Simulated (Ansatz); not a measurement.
Consider the formal exchange of groups at a B–O bond: `OB(O)S` + `CC(=N)F` → `OBS` + `N=C(F)CO`.

Calculated with Ansatz (gas phase, PBE0-D4/def2-TZVP geometries, no zero-point term in ΔE). CCSD(T)/CBS is the MP2 limit (def2-TZVPP, def2-QZVPP) plus CCSD(T) − MP2 in def2-TZVPP, frozen cores. Functionals use def2-TZVPP. Each species was taken in one conformer, which may not be the lowest.

Question: Is it downhill or uphill in electronic energy at CCSD(T)/CBS, and by how much? (An estimate is asked.)

Answer: Ansatz gave: Uphill: ΔE = +206.6 kJ/mol.

Question: What do these levels give: LDA (SPW92), PBE-D4, revPBE-D4, PBE0-D4, r2SCANh-D4, r2SCAN0-D4, PBE, PBE0, r2SCANh, LC-ωPBE, HF/CBS(def2), CCSD/CBS(def2)? (Best estimate.)

Answer: The calculation gave: LDA (SPW92) 200.9, PBE-D4 197.0, revPBE-D4 195.7, PBE0-D4 202.5, r2SCANh-D4 208.0, r2SCAN0-D4 209.7, PBE 196.7, PBE0 202.3, r2SCANh 208.0, LC-ωPBE 204.9, HF/CBS(def2) 210.3, CCSD/CBS(def2) 208.1 kJ/mol.

Largest T1 diagnostic among the species: 0.013.

Leaving LDA and LC-ωPBE aside and taking each functional with its dispersion term where it has one, the values, not all of them listed here, spread over 15.5 kJ/mol, from revPBE-D4 to B97M-V. LDA lies +4.2 kJ/mol from PBE without D4. From PBE to PBE0 (25 % exact exchange), in def2-TZVPP and without D4, ΔE moves by +5.6 kJ/mol.
